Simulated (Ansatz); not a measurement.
# Ligand exchange: LiBr + C2H7AlS → LiSH + C2H6AlBr

Species: LiBr, singlet; C2H7AlS `C[CH2][AlH][SH]`, singlet; LiSH `[Li][SH]`, singlet; C2H6AlBr `C[CH2][AlH][Br]`, singlet. The partners trade Br for SH: Li–Br and Al–SH bonds give way to Li–SH and Al–Br.

Shapes, held fixed at every level: PBE0-D4/def2-TZVP. Flexible molecules stand in one conformer, not always the lowest. Programs: Ansatz 0.2.0. The zero-point and thermal change to 298 K, harmonic and unscaled (PBE0-D4/def2-TZVP), is -2.8 kJ/mol.

**Question.** Estimate ΔH(298 K) of this reaction.

**Answer.** The highest level, CCSD(T)/def2-TZVPP, gives ΔH(298 K) = +45.0 kJ/mol; the levels span +44.4 to +56.9. The column of differences is taken from that level and isn't an error. No measured value is set beside it here. Relativity is left out for Br unless named. Correlated rows may include outer-core shells of Br, Li, which these sets cover unevenly.

```csv
level,kind,ΔH(298 K) (kJ/mol),less CCSD(T)/def2-TZVPP
HF/def2-SVP,Hartree–Fock,+51.4,+6.4
wB97M-V/def2-TZVPP,range-separated hybrid,+46.3,+1.3
B2PLYP/def2-TZVPP,double hybrid,+46.5,+1.5
MP2/def2-SVP,perturbation theory,+56.5,+11.5
MP2/def2-TZVPP,perturbation theory,+44.4,-0.6
CCSD(T)/def2-SVP,coupled cluster or CI,+56.9,+11.9
CCSD/def2-TZVPP,coupled cluster or CI,+45.0,0.0
CCSD(T)/def2-TZVPP,coupled cluster or CI,+45.0,0.0
```
